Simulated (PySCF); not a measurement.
AlO, SMILES [O]=[Al], multiplicity 2.

The structure is a stationary point at PBE0-D3(BJ)/def2-TZVPD.

Two levels are set side by side: PBE/def2-TZVPD (PySCF) and PBE0/def2-TZVPD (PySCF). Same geometry, gas phase. Differences are taken from unrounded values.

```json
[
 {"quantity": "α-spin orbital gap (eV)", "PBE0": "6.24"},
 {"quantity": "β-spin orbital gap (eV)", "PBE0": "3.57"},
 {"quantity": "dipole moment (D)", "PBE0": "4.36"},
 {"quantity": "mean polarisability (bohr³)", "PBE0": "46.3"}
]
```

Q: What does PBE give, and how far is it from PBE0? (An estimate is asked for; the answer gives what the named calculation found.)

A: 
| quantity | PBE | PBE minus PBE0 |
|---|---|---|
| α-spin orbital gap (eV) | 4.30 | -1.94 |
| β-spin orbital gap (eV) | 1.23 | -2.34 |
| dipole moment (D) | 4.15 | -0.21 |
| mean polarisability (bohr³) | 44.0 | -2.3 |

Rough cost on one machine, each run with all the roots and properties that it gave: PBE0 against PBE within a factor of 2.
